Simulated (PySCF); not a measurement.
## PBE0 on Bi²⁺ (bismuth, charge +2)

Configuration: [Xe] 4f14 5d10 6s1 6p1 6d1, one real determinant (an excited configuration). Computed with PySCF 2.14 in aug-cc-pVTZ-DK3 (9s8p6d3f, 84 functions), with scalar relativity by spin-free X2C-1e.

```
Total energy                                                  : -21531.45 hartree
One-electron energy                                           : -29369.62 hartree
Hartree (Coulomb) energy                                      : 8241.76 hartree
Exchange-correlation energy                                   : -403.59 hartree
⟨S²⟩                                                          : 3.7511
⟨L²⟩                                                          : 8.004
Sum of ⟨r⟩                                                    : 44.94 bohr
Sum of ⟨r²⟩                                                   : 60.57 bohr²
Traceless quadrupole moment −½Σ⟨3z² − r²⟩ along its main axis : 2.00 e·bohr²
Langevin diamagnetic susceptibility                           : -48.0 ×10⁻⁶ cm³/mol
```

```csv
shell,electrons,mean orbital energy (eV),spread (eV),"rms radius, mean of both spins (bohr)"
1s α,1,-90457.4,0,0.0178
1s β,1,-90457.3,0,0.0178
2s α,1,-16310.4,0,0.0718
2s β,1,-16310.4,0,0.0718
2p α,3,-14035.7,0.015,0.0663
2p β,3,-14035.7,0.046,0.0663
3s α,1,-3973.3,0,0.183
3s β,1,-3973.2,0,0.183
3p α,3,-3316.9,0.075,0.186
3p β,3,-3316.8,0.112,0.186
3d α,5,-2621.5,0.094,0.170
3d β,5,-2621.5,0.105,0.170
4s α,1,-938.97,0,0.401
4s β,1,-938.85,0,0.401
4p α,3,-721.56,0.174,0.428
4p β,3,-721.46,0.233,0.428
4d α,5,-462.60,0.217,0.453
4d β,5,-462.52,0.251,0.453
5s α,1,-185.68,0,0.885
5s β,1,-185.33,0,0.885
4f α,7,-181.21,0.227,0.480
4f β,7,-181.12,0.255,0.480
5p α,3,-123.66,0.352,1.01
5p β,3,-123.35,0.498,1.01
5d α,5,-51.598,0.435,1.30
5d β,5,-50.975,0.655,1.30
6s α,1,-35.956,0,2.16
6p α,1,-23.801,0,2.65
6d α,1,-11.936,0,4.12
```

⟨L²⟩ = 8.00 against 12 for a pure F term, so this real determinant mixes terms. Spin-orbit coupling, absent here, splits the open shell strongly. The outer electron is Rydberg-like, and this basis confines it to a smaller radius and binds it less than a complete one would.

Densities and radii are taken from the X2C orbitals without a picture-change correction, which distorts them close to the nucleus.
